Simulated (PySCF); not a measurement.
## Calculated NMR parameters of ClC(Cl)C1=C[SiH2]C=C1

| Quantity | Value |
| --- | --- |
| Formula | C5H6Cl2Si |
| SMILES | ClC(Cl)C1=C[SiH2]C=C1 |
| Point group of the computed structure | Cs |
| Degrees of unsaturation | 3 |
| Carbon signals | 5 |
| Proton signals | 5 |

Numbering as in the mapped SMILES `[Cl:1][CH:2]([Cl:3])[C:4]1=[CH:5][SiH2:6][CH:7]=[CH:8]1`; H(Xn) means a hydrogen on atom n.

[PySCF: PBE0/pcSseg-1 with gauge-including orbitals; GFN2-xTB geometry; relativity neglected; one computed conformer; no solvent; fast rotation and ring inversion assumed for equivalent nuclei]

Referencing at the same level of theory: TMS for ¹H (31.72 ppm), ¹³C (186.93 ppm), ²⁹Si (349.16 ppm).

```tsv
carbon	δC, type	δH (multiplicity)	HMBC from (2–3 bonds)	span of the C tensor (ppm)
C2	85.2, CH	6.54 (s)	H(C8), H(C5)	48
C4	165.7, C	–	H(C8), H(C2), H(C7), H(C5), H(Si6)	220
C5	129.4, CH	5.95 (t)	H(C8), H(C2), H(C7), H(Si6)	196
C7	136.3, CH	6.45 (m)	H(C8), H(C5), H(Si6)	228
C8	156.7, CH	7.73 (d)	H(C2), H(C7), H(C5), H(Si6)	236
```

Other nuclei:
| atoms | nucleus | environment | δ (ppm) | σ (ppm) |
| --- | --- | --- | --- | --- |
| H(Si6) | ¹H | hydrogen on a silicon bonded to 2 C, in a 5-membered ring | 4.73 | 26.99 |
| Si6 | ²⁹Si | silicon bonded to 2 C, 2 H, in a 5-membered ring | -38.9 | 388.1 |

- Carbon types of the structure: 1 × C, 4 × CH, leaving 2 H on heteroatoms.
- δC 165.7: fully substituted alkene carbon.
- δC 156.7, 136.3, 129.4: alkene CH; the olefinic region.
- δC 85.2: allylic sp3 CH bonded to 2 Cl; 2 electronegative neighbours deshield it.
- δH 7.73, 6.45, 5.95: hydrogen on an alkene CH; a vinylic proton, deshielded by the sp2 carbon and the C=C anisotropy.
- δH 6.54: hydrogen on an allylic sp3 CH bonded to 2 Cl; its carbon carries Cl, which withdraws density.

Carbons that carry Cl, above all several Cl atoms, come out too deshielded, partly because spin–orbit coupling is missing. Shifts are as computed. Against solution values, carbons near 30 ppm lie about +3 ppm off and those near 130 ppm about +5 ppm; carbons on Cl a further +6 ppm. Of 1211 compounds with measured shifts, 218 miss one by over three times the rms of a fit or turn the order of signals round; such compounds aren't used in these exercises. No couplings were computed; multiplicities are counted from neighbouring protons, with m where these are inequivalent, close in shift, in a saturated or five-membered ring or joined by F or P, and br s for small geminal =CH2 splittings.
